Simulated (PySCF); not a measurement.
Species: 2-aminobenzaldehyde, C7H7NO.
InChI=1S/C7H7NO/c8-7-4-2-1-3-6(7)5-9/h1-5H,8H2

The calculation used PySCF 2.14.0, density-fitted response routines, TDDFT PBE0/def2-SVPD, vertical, gas phase, core orbitals frozen in the response. Isolated species at its GFN2-xTB geometry (one conformer only).

Question: Predict the UV-vis stick spectrum at this level.

Answer: 

```csv
state,E (eV),E (hartree),f,symmetry,"main configurations (H = HOMO, L = LUMO)"
S1,3.80,0.1397,0.093,A′,H→L (96%)
S2,3.98,0.1462,0.0003,–,H-1→L (95%)
S3,5.20,0.1910,0.029,A′,"H→L+1 (56%), H-2→L (41%)"
S4,5.65,0.2076,0.306,A′,"H-2→L (49%), H→L+1 (34%), H→L+3 (12%)"
S5,5.91,0.2173,0.0021,A″,H→L+2 (95%)
S6,6.21,0.2282,0.0006,–,H-1→L+1 (96%)
```

Triplets (Tamm–Dancoff): T1 2.84 eV, H→L (98%); T2 3.49 eV, H-1→L (92%).

The lowest singlet comes at 326 nm (367 kJ/mol) in the ultraviolet; it is of moderate strength; its leading configuration is HOMO→LUMO (96%). The strongest level in the table is S4 at 5.65 eV (219 nm, f = 0.306). Löwdin shares by element: HOMO carbon 39% or more, nitrogen 25% (atoms not listed hold the other 35%); LUMO carbon 44% or more, oxygen 19% (atoms not listed hold the other 36%). Orbital energies (eV): HOMO-3 -9.42, HOMO-2 -7.72, HOMO-1 -7.50, HOMO -6.24, LUMO -1.67, LUMO+1 -0.12, LUMO+2 0.81. Weighted by f, the mean energy of these states is 5.22 eV. The oscillator strengths of these states sum to 0.431; summed over the whole spectrum of an exact calculation they would give the number of electrons, 64 (Thomas–Reiche–Kuhn). Symmetry labels in Cs follow from the direction of the transition dipole and are given only for states with f of 0.002 or more. Only the lowest 6 singlets were computed, as vertical energies without vibronic structure.
